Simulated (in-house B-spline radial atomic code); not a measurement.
Configurations of Pb4+, with energies counted from [Xe] 4f14 5d10. All numbers are computed (Dirac-Hartree-Fock, average of configuration; Fermi nucleus of rms radius 5.5012 fm) with an all-electron radial atomic-structure program (B-spline basis), not measured. Energies include first-order Breit, QED and recoil terms.

Occupations are held fixed; configurations that lie above the ionisation limit could autoionise.

```json
{"configuration": "[Xe] 4f14 5d9 6f1", "E - E(ref) (eV)": "53.272", "highest orbital": "6f7/2", "its <r> (bohr)": "5.448"}
{"configuration": "[Kr] 4d10 4f14 5s2 5p5 5d10 8s1", "E - E(ref) (eV)": "127.9", "highest orbital": "8s1/2", "its <r> (bohr)": "6.473"}
{"configuration": "[Kr] 4d10 4f14 5s2 5p5 5d10 9f1", "E - E(ref) (eV)": "138.1", "highest orbital": "9f7/2", "its <r> (bohr)": "16.61"}
{"configuration": "[Kr] 4d10 4f14 5s2 5p5 5d10 8g1", "E - E(ref) (eV)": "138.48", "highest orbital": "8g7/2", "its <r> (bohr)": "17.07"}
{"configuration": "[Xe] 4f13 5d10 7s1", "E - E(ref) (eV)": "162.85", "highest orbital": "7s1/2", "its <r> (bohr)": "3.961"}
{"configuration": "[Xe] 4f13 5d10 8s1", "E - E(ref) (eV)": "173.21", "highest orbital": "8s1/2", "its <r> (bohr)": "6.453"}
{"configuration": "[Xe] 4f13 5d10 8d1", "E - E(ref) (eV)": "178.31", "highest orbital": "8d5/2", "its <r> (bohr)": "8.921"}
{"configuration": "[Xe] 4f13 5d10 6g1", "E - E(ref) (eV)": "179.7", "highest orbital": "6g7/2", "its <r> (bohr)": "8.726"}
{"configuration": "[Kr] 4d9 4f14 5s2 5p6 5d10 6s1", "E - E(ref) (eV)": "422.59", "highest orbital": "6s1/2", "its <r> (bohr)": "2.012"}
{"configuration": "[Kr] 4d9 4f14 5s2 5p6 5d10 6p1", "E - E(ref) (eV)": "435.06", "highest orbital": "6p3/2", "its <r> (bohr)": "2.48"}
{"configuration": "[Kr] 4d9 4f14 5s2 5p6 5d10 7p1", "E - E(ref) (eV)": "454.26", "highest orbital": "7p3/2", "its <r> (bohr)": "4.643"}
{"configuration": "[Kr] 4d9 4f14 5s2 5p6 5d10 9p1", "E - E(ref) (eV)": "466.65", "highest orbital": "9p3/2", "its <r> (bohr)": "10.68"}
{"configuration": "[Kr] 4d9 4f14 5s2 5p6 5d10 7g1", "E - E(ref) (eV)": "469.22", "highest orbital": "7g7/2", "its <r> (bohr)": "12.6"}
```

(1) Order these further configurations by energy, lowest first.
A. [Xe] 4f14 5d9 5f1
B. [Kr] 4d10 4f14 5s2 5p5 5d10 7g1
C. [Kr] 4d9 4f14 5s2 5p6 5d10 8f1
D. [Xe] 4f13 5d10 6p1
E. [Xe] 4f14 5d9 6s1

(2) How far above the reference does [Xe] 4f14 5d9 9p1 lie?

(3) How far above the reference does [Kr] 4d9 4f14 5s2 5p6 5d10 9g1 lie?

(4) How far above the reference does [Xe] 4f14 5d9 8s1 lie?

(5) One of these lies 179.6 eV from the reference. Which?
A. [Xe] 4f13 5d10 9p1
B. [Xe] 4f13 5d10 9g1
C. [Kr] 4d9 4f14 5s2 5p6 5d10 7f1
D. [Xe] 4f13 5d10 8p1

Answers

(1) E (15.391 eV), A (44.723 eV), B (136.85 eV), D (148.07 eV), C (468.63 eV).

(2) 58.847 eV; its least bound orbital is 9p3/2 with <r> = 10.74 bohr.

(3) 471.97 eV; its least bound orbital is 9g7/2 with <r> = 22.16 bohr.

(4) 52.459 eV; its least bound orbital is 8s1/2 with <r> = 6.489 bohr.

(5) A.
